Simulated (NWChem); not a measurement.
Everything below was run with NWChem. System: phosphoric acid (H₃O₄P), charge 0, spin multiplicity 1, at a geometry optimised with PBE0/def2-SVP. Level: RHF/def2-TZVP.

Job file:

```
start mol
memory heap 200 mb stack 900 mb global 1100 mb
geometry units angstroms nocenter noautoz noautosym
  O      0.487552     0.090537     1.474564
  P      0.089598    -0.002356    -0.077091
  O      1.207925    -0.031676    -1.039264
  O     -0.893101    -1.270728    -0.088623
  O     -0.944591     1.215587    -0.224343
  H      1.269674     0.644122     1.595404
  H     -0.401859    -2.083528    -0.264166
  H     -1.074071     1.444985    -1.153532
end
basis spherical
  * library def2-tzvp
end
scf
  rhf
  nopen 0
  maxiter 100
  thresh 1e-7
  semidirect memsize 60000000 filesize 0
end
task scf energy
```

Part of the output:

```
             Northwest Computational Chemistry Package (NWChem) 7.3.0
             --------------------------------------------------------

                                NWChem Input Module
                                -------------------

 Scaling coordinates for geometry "geometry" by  1.889725989
 (inverse scale =  0.529177249)

                             Geometry "geometry" -> ""
                             -------------------------

 Output coordinates in angstroms (scale by  1.889725989 to convert to a.u.)

  No.       Tag          Charge          X              Y              Z
 ---- ---------------- ---------- -------------- -------------- --------------
    1 O                    8.0000     0.48755200     0.09053700     1.47456400
    2 P                   15.0000     0.08959800    -0.00235600    -0.07709100
    3 O                    8.0000     1.20792500    -0.03167600    -1.03926400
    4 O                    8.0000    -0.89310100    -1.27072800    -0.08862300
    5 O                    8.0000    -0.94459100     1.21558700    -0.22434300
    6 H                    1.0000     1.26967400     0.64412200     1.59540400
    7 H                    1.0000    -0.40185900    -2.08352800    -0.26416600
    8 H                    1.0000    -1.07407100     1.44498500    -1.15353200

 Effective nuclear repulsion energy (a.u.)     278.8521860672

            Nuclear Dipole moment (a.u.)
            ----------------------------
        X                 Y               Z
 ---------------- ---------------- ----------------
    -0.0000113384    -0.0000018897     0.0000245664


 Summary of "ao basis" -> "" (spherical)
 ------------------------------------------------------------------------------
       Tag                 Description            Shells   Functions and Types
 ---------------- ------------------------------  ------  ---------------------
 *                         def2-tzvp                  on all atoms

 Summary of "ao basis" -> "ao basis" (spherical)
 ------------------------------------------------------------------------------
       Tag                 Description            Shells   Functions and Types
 ---------------- ------------------------------  ------  ---------------------
 O                         def2-tzvp                11       31   5s3p2d1f
 P                         def2-tzvp                13       37   5s5p2d1f
 H                         def2-tzvp                 4        6   3s1p

                                 NWChem SCF Module
                                 -----------------

  ao basis        = "ao basis"
  functions       =   179
  atoms           =     8
  closed shells   =    25
  open shells     =     0
  charge          =   0.00
  wavefunction    = RHF
  use symmetry    = F
  symmetry adapt  = F

 Summary of "ao basis" -> "ao basis" (spherical)
 ------------------------------------------------------------------------------
       Tag                 Description            Shells   Functions and Types
 ---------------- ------------------------------  ------  ---------------------
 O                         def2-tzvp                11       31   5s3p2d1f
 P                         def2-tzvp                13       37   5s5p2d1f
 H                         def2-tzvp                 4        6   3s1p

 Forming initial guess at       0.2s

      Superposition of Atomic Density Guess
      -------------------------------------

 Sum of atomic energies:        -641.28777090

      Non-variational initial energy
      ------------------------------

 Total energy =    -643.210526
 1-e energy   =   -1440.131342
 2-e energy   =     518.068630
 HOMO         =      -0.472742
 LUMO         =       0.035408

 Starting SCF solution at       7.8s

 ----------------------------------------------
         Quadratically convergent ROHF

 Convergence threshold     :          1.000E-07
 Maximum no. of iterations :          100
 Final Fock-matrix accuracy:          1.000E-09
 ----------------------------------------------

              iter       energy          gnorm     gmax       time
             ----- ------------------- --------- --------- --------
                 1     -642.0852041159  1.75D+00  3.22D-01     12.9
                 2     -642.2215187116  4.04D-01  6.90D-02     23.5
                 3     -642.2337616598  3.33D-02  7.42D-03     36.5
                 4     -642.2338564974  9.60D-04  1.87D-04     53.7
                 5     -642.2338565933  8.93D-07  1.48D-07     85.0
                 6     -642.2338565933  8.86D-09  2.52D-09    106.5

       Final RHF  results
       ------------------

         Total SCF energy =   -642.233856593295
      One-electron energy =  -1442.555588738569
      Two-electron energy =    521.469546078072
 Nuclear repulsion energy =    278.852186067203

        Time for solution =     98.6s

             Final eigenvalues
             -----------------

              1
    1  -80.1064
    2  -20.6124
    3  -20.6124
    4  -20.6124
    5  -20.5245
    6   -7.6257
    7   -5.5246
    8   -5.5246
    9   -5.5234
   10   -1.4626
   11   -1.3929
   12   -1.3929
   13   -1.3063
   14   -0.8742
   15   -0.7539
   16   -0.7539
   17   -0.6899
   18   -0.6406
   19   -0.6406
   20   -0.5815
   21   -0.5815
   22   -0.5682
   23   -0.5439
   24   -0.4794
   25   -0.4794
   26    0.1125
   27    0.1506
   28    0.1506
   29    0.2584
   30    0.2790
   31    0.2790
   32    0.3147
   33    0.3867
   34    0.3867
   35    0.4084

                       ROHF Final Molecular Orbital Analysis
                       -------------------------------------

 Vector   23  Occ=2.000000D+00  E=-5.439038D-01
              MO Center= -1.4D-01,  3.8D-03,  1.2D-01, r^2= 3.0D+00
   Bfn.  Coefficient  Atom+Function         Bfn.  Coefficient  Atom+Function
  ----- ------------  ---------------      ----- ------------  ---------------
   107      0.233929  4 O  pz               110      0.219700  4 O  pz
     7      0.210191  1 O  py               136     -0.206192  5 O  px
    10      0.195379  1 O  py               139     -0.194746  5 O  px

 Vector   24  Occ=2.000000D+00  E=-4.794307D-01
              MO Center=  8.1D-01,  5.0D-02, -7.8D-01, r^2= 1.7D+00
   Bfn.  Coefficient  Atom+Function         Bfn.  Coefficient  Atom+Function
  ----- ------------  ---------------      ----- ------------  ---------------
    75      0.357173  3 O  py                78      0.325311  3 O  py
    81      0.219077  3 O  py

 Vector   25  Occ=2.000000D+00  E=-4.794298D-01
              MO Center=  9.0D-01, -9.5D-02, -6.9D-01, r^2= 1.7D+00
   Bfn.  Coefficient  Atom+Function         Bfn.  Coefficient  Atom+Function
  ----- ------------  ---------------      ----- ------------  ---------------
    76      0.268535  3 O  pz                79      0.244585  3 O  pz
    74      0.235633  3 O  px                77      0.214606  3 O  px
    75      0.175399  3 O  py                82      0.164688  3 O  pz
    78      0.159278  3 O  py

 Vector   26  Occ=0.000000D+00  E= 1.124998D-01
              MO Center=  1.2D-01, -3.0D-03, -9.9D-02, r^2= 8.5D+00
   Bfn.  Coefficient  Atom+Function         Bfn.  Coefficient  Atom+Function
  ----- ------------  ---------------      ----- ------------  ---------------
   164      0.975776  6 H  s                170      0.975759  7 H  s
   176      0.975670  8 H  s                  5     -0.505407  1 O  s
   104     -0.505401  4 O  s                135     -0.505336  5 O  s
   144      0.295874  5 O  pz                12     -0.255537  1 O  px
   112      0.252410  4 O  py                73     -0.221960  3 O  s

 Vector   27  Occ=0.000000D+00  E= 1.505513D-01
              MO Center=  3.0D-01, -1.3D+00,  1.9D-01, r^2= 7.8D+00
   Bfn.  Coefficient  Atom+Function         Bfn.  Coefficient  Atom+Function
  ----- ------------  ---------------      ----- ------------  ---------------
   170      1.570485  7 H  s                164     -1.112718  6 H  s
   104     -0.871794  4 O  s                  5      0.507952  1 O  s
   176     -0.457815  8 H  s                112      0.400916  4 O  py
   135      0.363849  5 O  s                 12      0.249602  1 O  px
   111     -0.201200  4 O  px                13      0.193405  1 O  py

 Vector   28  Occ=0.000000D+00  E= 1.505555D-01
              MO Center= -1.1D-01,  1.3D+00, -3.5D-01, r^2= 7.8D+00
   Bfn.  Coefficient  Atom+Function         Bfn.  Coefficient  Atom+Function
  ----- ------------  ---------------      ----- ------------  ---------------
   176      1.549206  8 H  s                164     -1.170998  6 H  s
   135     -0.796613  5 O  s                  5      0.713383  1 O  s
   144      0.418549  5 O  pz               170     -0.378076  7 H  s
    12      0.269467  1 O  px                50     -0.206020  2 P  py
    13      0.191666  1 O  py

 center of mass
 --------------
 x =   0.00564353 y =  -0.00015142 z =  -0.00486006

 moments of inertia (a.u.)
 ------------------
         405.859267507759           0.078615247785           2.644813070969
           0.078615247785         408.929837398863          -0.061950519727
           2.644813070969          -0.061950519727         406.654613365044

  Mulliken analysis of the total density
  --------------------------------------

    Atom       Charge   Shell Charges
 -----------   ------   -------------------------------------------------------
    1 O    8     8.57   0.79  1.18  0.55  0.97  0.27  1.86  2.11  0.80  0.00  0.03  0.00
    2 P   15    13.75   2.01  0.53  1.45  0.80  0.15  4.17  1.70  0.69  0.99  0.20  0.40  0.52  0.16
    3 O    8     8.67   0.79  1.18  0.57  0.94  0.34  1.82  2.03  0.95  0.00  0.03  0.00
    4 O    8     8.57   0.79  1.18  0.55  0.97  0.27  1.86  2.11  0.80  0.00  0.03  0.00
    5 O    8     8.57   0.79  1.18  0.55  0.97  0.27  1.86  2.11  0.80  0.00  0.03  0.00
    6 H    1     0.63   0.24  0.32  0.02  0.05
    7 H    1     0.63   0.24  0.32  0.02  0.05
    8 H    1     0.63   0.24  0.32  0.02  0.05

       Multipole analysis of the density wrt the origin
       ------------------------------------------------

     L   x y z        total         open         nuclear
     -   - - -        -----         ----         -------
     0   0 0 0     -0.000000      0.000000     50.000000

     1   1 0 0     -0.122480      0.000000     -0.000011
     1   0 1 0      0.003310      0.000000     -0.000002
     1   0 0 1      0.105556      0.000000      0.000025

     2   2 0 0    -28.326866      0.000000    107.635374
     2   1 1 0      0.188469      0.000000      0.143585
     2   1 0 1      6.165898      0.000000      4.657562
     2   0 2 0    -21.162280      0.000000    113.048686
     2   0 1 1     -0.162175      0.000000     -0.126569
     2   0 0 2    -26.463951      0.000000    109.044658

 Task  times  cpu:      106.5s     wall:      106.5s

 Total times  cpu:      106.6s     wall:      106.6s
```
